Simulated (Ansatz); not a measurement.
Computed with Ansatz on PBE0-D4/def2-TZVP structures; ΔE is electronic, products minus reactants. CCSD(T)/CBS adds triple-zeta CCSD(T) − MP2 to the extrapolated MP2 energy (def2 sets, frozen cores). DFT in def2-TZVPP. B3LYP here is the variant with VWN-RPA as its local correlation; programs differ in this. For Ga, Se outer-core shells are correlated without core-valence functions, which leaves a few kJ/mol of doubt a bond. Scalar relativity is left out up to krypton. Each species was taken in one conformer, which may not be the lowest.

`C[CH2][GaH][SeH]` + `CCOC(=O)OC` → `C[O][GaH][SeH]` + `CCOC(=O)CC`  (formal exchange of groups at a Ga–C bond)

(1) Is it downhill or uphill in electronic energy at CCSD(T)/CBS, and by how much? (An estimate is asked.)

(2) What do these levels give: r2SCAN-D4, PBE0-D4, B3LYP-D4, ωB97X-V, ωB97M-V, B2PLYP, PBE, PBE0, B3LYP, SCS-MP2/def2-TZVPP, CCSD/def2-TZVPP, HF/def2-QZVPP? (Best estimate.)

Largest T1 diagnostic among the species: 0.013.

Answers

(1) Computed: Downhill: ΔE = -0.49 eV.

(2) The calculation gave: r2SCAN-D4 -0.46, PBE0-D4 -0.40, B3LYP-D4 -0.49, ωB97X-V -0.47, ωB97M-V -0.45, B2PLYP -0.53, PBE -0.44, PBE0 -0.41, B3LYP -0.51, SCS-MP2/def2-TZVPP -0.55, CCSD/def2-TZVPP -0.51, HF/def2-QZVPP -0.54 eV.
